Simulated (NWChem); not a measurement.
Everything below was run with NWChem. System: F3Si, charge 0, spin multiplicity 2, displaced from the optimised geometry. The structure started from a generated list of species. Its SCF solution wasn't tested for a lower state. Level: UBLYP/def2-SVP.

Output (cleaned and shortened):

```
             Northwest Computational Chemistry Package (NWChem) 7.3.0
             --------------------------------------------------------

                                NWChem Input Module
                                -------------------

 Scaling coordinates for geometry "geometry" by  1.889725989
 (inverse scale =  0.529177249)

 Turning off AUTOSYM since
 SYMMETRY directive was detected!

                             Geometry "geometry" -> ""
                             -------------------------

 Output coordinates in angstroms (scale by  1.889725989 to convert to a.u.)

  No.       Tag          Charge          X              Y              Z
 ---- ---------------- ---------- -------------- -------------- --------------
    1 F                    9.0000     0.76703800    -0.20419100     1.32927600
    2 Si                  14.0000     0.00083500     0.39060300     0.00000000
    3 F                    9.0000     0.76703800    -0.20419100    -1.32927600
    4 F                    9.0000    -1.53537400    -0.19922300     0.00000000

 Effective nuclear repulsion energy (a.u.)     169.9257482723

            Nuclear Dipole moment (a.u.)
            ----------------------------
        X                 Y               Z
 ---------------- ---------------- ----------------
     0.0000151178    -0.0000056692     0.0000000000

      Symmetry information
      --------------------

 Group name             Cs
 Group number              2
 Group order               2
 No. of unique centers     3

      Symmetry unique atoms

     1    2    4


 Summary of "ao basis" -> "" (spherical)
 ------------------------------------------------------------------------------
       Tag                 Description            Shells   Functions and Types
 ---------------- ------------------------------  ------  ---------------------
 *                          def2-svp                  on all atoms

                                 NWChem DFT Module
                                 -----------------

 Summary of "ao basis" -> "ao basis" (spherical)
 ------------------------------------------------------------------------------
       Tag                 Description            Shells   Functions and Types
 ---------------- ------------------------------  ------  ---------------------
 F                          def2-svp                 6       14   3s2p1d
 Si                         def2-svp                 8       18   4s3p1d

 Summary of "ao basis" -> "ao basis" (spherical)
 ------------------------------------------------------------------------------
       Tag                 Description            Shells   Functions and Types
 ---------------- ------------------------------  ------  ---------------------
 F                          def2-svp                 6       14   3s2p1d
 Si                         def2-svp                 8       18   4s3p1d

      Symmetry analysis of basis
      --------------------------

        a'         37
        a"         23

            General Information
            -------------------
          SCF calculation type: DFT
          Wavefunction type:  spin polarized.
          No. of atoms     :     4
          No. of electrons :    41
           Alpha electrons :    21
            Beta electrons :    20
          Charge           :     0
          Spin multiplicity:     2
          Use of symmetry is: on ; symmetry adaption is: on
          Maximum number of iterations: 100
          This is a Direct SCF calculation.
          AO basis - number of functions:    60
                     number of shells:    26
          Convergence on energy requested:  1.00D-06
          Convergence on density requested:  1.00D-05
          Convergence on gradient requested:  5.00D-04

              XC Information
              --------------
                    Becke 1988 Exchange Functional  1.000
              Lee-Yang-Parr Correlation Functional  1.000

             Grid Information
             ----------------
          Grid used for XC integration:  medium
          Radial quadrature: Mura-Knowles
          Angular quadrature: Lebedev.
          Tag              B.-S. Rad. Rad. Pts. Rad. Cut. Ang. Pts.
          ---              ---------- --------- --------- ---------
[...]
   Bfn.  Coefficient  Atom+Function         Bfn.  Coefficient  Atom+Function
  ----- ------------  ---------------      ----- ------------  ---------------
    27      1.026961  2 Si pz                 3     -0.349995  1 F  s
    35      0.349995  3 F  s                 24      0.323738  2 Si pz
    52      0.210786  4 F  pz                55     -0.189455  4 F  pz
    21     -0.168560  2 Si pz                 4     -0.130861  1 F  px
    36      0.130861  3 F  px                 7      0.126202  1 F  px

 Vector   23  Occ=0.000000D+00  E= 3.760390D-02  Symmetry=a'
              MO Center=  2.0D-01,  5.9D-01, -2.7D-15, r^2= 3.0D+00
   Bfn.  Coefficient  Atom+Function         Bfn.  Coefficient  Atom+Function
  ----- ------------  ---------------      ----- ------------  ---------------
    25      1.026952  2 Si px                49      0.404363  4 F  s
    22      0.323748  2 Si px                 3     -0.201843  1 F  s
    35     -0.201843  3 F  s                 19     -0.168562  2 Si px
    51     -0.140326  4 F  py                 4      0.135303  1 F  px
    36      0.135303  3 F  px                 6     -0.131001  1 F  pz

   alpha - beta orbital overlaps
   -----------------------------

   alpha      1      2      3      4      5      6      7      8      9     10
    beta      1      2      3      4      5      8      6      7      9     10
 overlap   1.000  1.000  1.000  1.000  1.000  1.000  1.000  1.000  1.000  1.000

   alpha     11     12     13     14     15     16     17     18     19     20
    beta     11     12     13     14     15     16     17     18     19     20
 overlap   1.000  0.996  0.998  0.998  0.994  0.996  0.996  0.997  0.997  1.000

   alpha     21     22     23     24     25     26     27     28     29     30
    beta     21     22     23     24     25     26     27     28     29     30
 overlap   0.992  0.998  0.998  0.998  0.996  0.996  0.992  0.992  0.992  0.992

   alpha     31     32     33     34     35     36     37     38     39     40
    beta     31     32     33     34     35     37     38     36     39     40
 overlap   0.996  0.999  0.999  0.997  0.997  0.996  0.996  1.000  1.000  1.000

   alpha     41     42     43     44     45     46     47     48     49     50
    beta     41     42     43     44     45     46     47     48     52     49
 overlap   1.000  1.000  1.000  1.000  1.000  0.998  0.991  0.991  1.000  0.990

   alpha     51     52     53     54     55     56     57     58     59     60
    beta     50     51     53     54     55     56     57     58     59     60
 overlap   0.990  0.998  0.997  0.997  1.000  1.000  1.000  1.000  1.000  1.000

     --------------------------
     Expectation value of S2:
     --------------------------
      <S2> =      0.7509 (Exact =     0.7500)

 center of mass
 --------------
 x =  -0.00002889 y =  -0.01369166 z =   0.00000000

 moments of inertia (a.u.)
 ------------------
         263.336221010071           0.466967093245           0.000000000000
           0.466967093245         479.526225732316           0.000000000000
           0.000000000000           0.000000000000         263.344332777351

     Multipole analysis of the density
     ---------------------------------

     L   x y z        total         alpha         beta         nuclear
     -   - - -        -----         -----         ----         -------
     0   0 0 0     -0.000000    -21.000000    -20.000000     41.000000

     1   1 0 0      0.001105     -0.001293      0.002383      0.000015
     1   0 1 0      0.507933     -0.604319      1.112258     -0.000006
     1   0 0 1      0.000000     -0.000000      0.000000      0.000000

     2   2 0 0    -21.350872    -68.594828    -66.339533    113.583489
     2   1 1 0      0.006197      0.110165      0.116360     -0.220328
     2   1 0 1      0.000000      0.000000     -0.000000      0.000000
     2   0 2 0    -18.476652    -17.608175    -12.451901     11.583424
     2   0 1 1      0.000000      0.000000      0.000000      0.000000
     2   0 0 2    -21.350648    -68.592773    -66.337519    113.579644

            General Information
            -------------------
          SCF calculation type: DFT
          Wavefunction type:  spin polarized.
          No. of atoms     :     4
          No. of electrons :    41
           Alpha electrons :    21
            Beta electrons :    20
          Charge           :     0
          Spin multiplicity:     2
          Use of symmetry is: on ; symmetry adaption is: on
          Maximum number of iterations: 100
          This is a Direct SCF calculation.
          AO basis - number of functions:    60
                     number of shells:    26
          Convergence on energy requested:  1.00D-06
          Convergence on density requested:  1.00D-05
          Convergence on gradient requested:  5.00D-04

              XC Information
              --------------
                    Becke 1988 Exchange Functional  1.000
              Lee-Yang-Parr Correlation Functional  1.000

             Grid Information
             ----------------
          Grid used for XC integration:  medium
          Radial quadrature: Mura-Knowles
          Angular quadrature: Lebedev.
          Tag              B.-S. Rad. Rad. Pts. Rad. Cut. Ang. Pts.
          ---              ---------- --------- --------- ---------
          F                   0.50       49           7.0       434
          Si                  1.10       88           6.0       590
          Grid pruning is: on
          Number of quadrature shells:   186
          Spatial weights used:  Erf1

          Convergence Information
          -----------------------
          Convergence aids based upon iterative change in
          total energy or number of iterations.
          Levelshifting, if invoked, occurs when the
          HOMO/LUMO gap drops below (HL_TOL):  1.00D-02
          DIIS, if invoked, will attempt to extrapolate
          using up to (NFOCK): 10 stored Fock matrices.

                    Damping( 0%)  Levelshifting(0.5)       DIIS
                  --------------- ------------------- ---------------
          dE  on:    start            ASAP                start
          dE off:    2 iters        100 iters           100 iters

      Screening Tolerance Information
      -------------------------------
          Density screening/tol_rho:  1.00D-10
          AO Gaussian exp screening on grid/accAOfunc:  14
          CD Gaussian exp screening on grid/accCDfunc:  20
          XC Gaussian exp screening on grid/accXCfunc:  20
          Schwarz screening/accCoul:  1.00D-08

                            NWChem DFT Gradient Module
                            --------------------------

  charge          =   0.00
  wavefunction    = open shell

  Using symmetry

                         DFT ENERGY GRADIENTS

    atom               coordinates                        gradient
                 x          y          z           x          y          z
   1 F       1.449492  -0.385865   2.511967    0.004289  -0.003276   0.007442
   2 Si      0.001578   0.738133   0.000000    0.000018   0.009794   0.000000
   3 F       1.449492  -0.385865  -2.511967    0.004289  -0.003276  -0.007442
   4 F      -2.901436  -0.376477   0.000000   -0.008596  -0.003242   0.000000

                 ----------------------------------------
                 |  Time  |  1-e(secs)   |  2-e(secs)   |
                 ----------------------------------------
                 |  CPU   |       0.00   |       0.60   |
                 ----------------------------------------
                 |  WALL  |       0.00   |       0.60   |
                 ----------------------------------------

 Task  times  cpu:        2.9s     wall:        2.9s

 Total times  cpu:        2.9s     wall:        2.9s
```

Q: Write an NWChem input that would produce this output.

A: Several could match; the one computed here: 
```
start mol
memory heap 200 mb stack 900 mb global 1100 mb
geometry units angstroms nocenter noautoz
  F      0.767038    -0.204191     1.329276
  Si     0.000835     0.390603     0.000000
  F      0.767038    -0.204191    -1.329276
  F     -1.535374    -0.199223     0.000000
  symmetry group Cs
end
basis spherical
  * library def2-svp
end
dft
  xc becke88 lyp
  odft
  mult 2
  iterations 100
  direct
end
task dft gradient
```
